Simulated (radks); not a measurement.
Question: The mean radii <r> (bohr) of the occupied orbitals of an atom or ion are listed with their occupations. Method: scalar-relativistic Kohn-Sham, r2SCAN, spin-polarised, spherical densities, finite nucleus; meta-GGA in the generalised Kohn-Sham scheme; Fermi nuclear charge, rms radius of each element as measured or else 0.836 A^(1/3) + 0.57 fm; computed with a radial shooting solver on a logarithmic mesh with Libxc functionals.

| orbital | occ. | <r> |
|---|---|---|
| 1s up | 1 | 0.03186 |
| 1s down | 1 | 0.03186 |
| 2s up | 1 | 0.1382 |
| 2s down | 1 | 0.1382 |
| 2p up | 3 | 0.1206 |
| 2p down | 3 | 0.1206 |
| 3s up | 1 | 0.3763 |
| 3s down | 1 | 0.3762 |
| 3p up | 3 | 0.3753 |
| 3p down | 3 | 0.3750 |
| 3d up | 5 | 0.3530 |
| 3d down | 5 | 0.3523 |
| 4s up | 1 | 0.8531 |
| 4p up | 3 | 0.8915 |
| 4p down | 1 | 0.8979 |

Name the element and its charge. Open shells, if any, are filled with parallel spins first.

Answer: Z = 46, palladium, charge +13: Pd13+ in [Ar] 3d10 4s1 4p4. The 1s radius gives Z: for a bare nucleus <r> = (2 gamma + 1)/(2Z) with gamma = sqrt(1 - (Z/c)^2), 0.03135 bohr for Z = 46, and screening makes it slightly larger (0.03186 here). The occupations add up to 33, and the charge is Z minus that.
